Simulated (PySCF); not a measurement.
Species: C6H8BN.
Bonds: B1–N2, N2–C3, C3–C4 (aromatic), C4–C5 (aromatic), C5–C6 (aromatic), C6–C7 (aromatic), C7–C8 (aromatic), C3–C8 (aromatic). Hydrogens: H9, H10 on B1; H11 on N2; H12 on C4; H13 on C5; H14 on C6; H15 on C7; H16 on C8.

Computed by this run: PBE0-D3(BJ)/def2-SVP geometry optimisation, gas phase (PySCF); density fitting, grid level 1; the optimiser is geomeTRIC in internal coordinates, started from a GFN2-xTB structure with every atom displaced at random (about 0.01 Å).

Step 2: E = -8503.5214 eV
```
atom  x, y, z in Å  |  force x, y, z in eV/Å
B1      2.7262   -0.6571   -0.6758   -0.052  -0.034  -0.122
N2      1.8080    0.3063   -0.2453    0.122   0.125  -0.078
C3      0.4271    0.2079   -0.0143    0.058  -0.158   0.026
C4     -0.2094   -1.0405    0.0247   -0.074   0.019   0.027
C5     -1.5788   -1.1194    0.2496    0.021   0.074  -0.010
C6     -2.3312    0.0393    0.4455   -0.044   0.003   0.011
C7     -1.6975    1.2796    0.4160   -0.051   0.052  -0.012
C8     -0.3278    1.3707    0.1856    0.035  -0.148   0.020
H9      3.8709   -0.3204   -0.8659   -0.023   0.040   0.089
H10     2.3642   -1.7872   -0.8937    0.039   0.002   0.037
H11     2.1505    1.2534   -0.1254    0.012   0.001   0.010
H12     0.3783   -1.9488   -0.1140   -0.015   0.029  -0.005
H13    -2.0633   -2.0987    0.2765    0.005   0.007   0.005
H14    -3.4064   -0.0261    0.6242   -0.007   0.010   0.003
H15    -2.2755    2.1942    0.5686   -0.012  -0.001   0.009
H16     0.1650    2.3476    0.1613   -0.016  -0.021  -0.009
```

Step 3: E = -8503.5223 eV
```
atom  x, y, z in Å  |  force x, y, z in eV/Å
B1      2.7651   -0.6395   -0.6752   -0.137   0.041  -0.118
N2      1.8054    0.2918   -0.2622   -0.002  -0.032  -0.021
C3      0.4243    0.1719   -0.0283    0.017   0.044   0.065
C4     -0.2354   -1.0623    0.0239    0.054   0.034  -0.070
C5     -1.6061   -1.1107    0.2550   -0.037  -0.040   0.032
C6     -2.3486    0.0535    0.4572    0.070  -0.016  -0.014
C7     -1.6942    1.2822    0.4202    0.053  -0.025  -0.030
C8     -0.3238    1.3374    0.1763   -0.049   0.099   0.027
H9      3.8936   -0.2418   -0.8336    0.025  -0.002   0.057
H10     2.4598   -1.7804   -0.9126   -0.021  -0.053   0.065
H11     2.1246    1.2460   -0.1364    0.003   0.012   0.017
H12     0.3308   -1.9819   -0.1194    0.021  -0.051  -0.007
H13    -2.1024   -2.0829    0.2878   -0.014  -0.030   0.000
H14    -3.4230    0.0018    0.6453    0.002  -0.009  -0.003
H15    -2.2512    2.2087    0.5780    0.008   0.006  -0.002
H16     0.1812    2.3069    0.1414    0.006   0.022   0.001
```

**Question.** Estimate the geometry and energy of step 4. (The exact step hangs on the optimiser's Hessian estimate; all steps are aligned on step 3, rigid shifts and turns removed.)

**Answer.** E = -8503.5273 eV, largest force 0.105 eV/Å
```
atom  x, y, z in Å  |  force x, y, z in eV/Å
B1      2.7392   -0.6512   -0.6755    0.030   0.071  -0.063
N2      1.8076    0.3060   -0.2626   -0.046  -0.085  -0.042
C3      0.4277    0.1889   -0.0277   -0.012   0.054   0.068
C4     -0.2211   -1.0517    0.0193    0.008   0.007  -0.045
C5     -1.5910   -1.1144    0.2507   -0.002   0.002   0.019
C6     -2.3383    0.0462    0.4543   -0.003  -0.005  -0.001
C7     -1.6952    1.2812    0.4205    0.023  -0.024  -0.018
C8     -0.3257    1.3508    0.1791   -0.013   0.038   0.014
H9      3.8770   -0.2783   -0.8296    0.029  -0.030   0.019
H10     2.4080   -1.7896   -0.8945   -0.002  -0.002   0.038
H11     2.1407    1.2562   -0.1393   -0.012  -0.014   0.009
H12     0.3540   -1.9662   -0.1270    0.000  -0.011   0.001
H13    -2.0810   -2.0905    0.2810   -0.003  -0.005   0.000
H14    -3.4125   -0.0132    0.6416   -0.002  -0.003  -0.001
H15    -2.2612    2.2021    0.5800    0.002  -0.001  -0.001
H16     0.1722    2.3243    0.1471    0.004   0.007   0.000
```

The energy changes by -0.0050 eV. The first-order estimate −F·Δx gives -0.0096 eV and the mean of the old and new forces, exact on a quadratic surface, -0.0048 eV. The step makes an angle of 72° with the force vector and moves no atom by more than 0.056 Å.

The cost below is that of the whole optimisation. Hardware: an Arm Neoverse V1 with one thread, shared host with 32 logical CPUs at a one-minute load of 12. Cost: 85 s, 0.61 GiB resident at most.
